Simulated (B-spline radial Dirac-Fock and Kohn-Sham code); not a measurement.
## Binding energies of Lu⁵³⁺ at several levels of theory

System: lutetium as Lu⁵³⁺ in the configuration [Ne] 3s2 3p6.

The density-functional columns are spherical, spin-unpolarised Dirac-Kohn-Sham results without Breit or QED terms: −ε is minus the orbital energy of the initial state and ΔSCF the difference of two total energies. The reference in the last column comes from ΔSCF Dirac-Fock with Breit, self-energy and vacuum polarisation, finite nucleus, configuration average. All numbers are from a radial finite-basis atomic code, in eV; a selection of levels is shown. The Kohn-Sham columns are given as differences from the reference. For the 1s level of heavy atoms much of the gap between ΔSCF and the reference is the Breit and QED part, -307.0 eV here; for other levels the error of the functional can be larger.

| level | LDA −ε − DF | LDA ΔSCF − DF | Dirac-Fock |
| --- | --- | --- | --- |
| K | -280.8 | +294.1 | 67111.5 |
| L1 | -178.4 | -39.0 | 14557.2 |
| L2 | -133.3 | +35.7 | 14063.4 |
| L3 | -142.0 | +10.3 | 12937.8 |
| M1 | -80.2 | -21.7 | 5655.9 |
| M2 | -48.2 | +14.0 | 5454.0 |
| M3 | -51.5 | +7.2 | 5167.8 |

For the outermost level NIST gives 5168 ± 5 eV (theoretical); the differences from it are LDA −ε -51.75, LDA ΔSCF +6.95, Dirac-Fock -0.22 eV.

Values without a named source are computed, but for edge energies of neutral atoms, which are taken from tables.
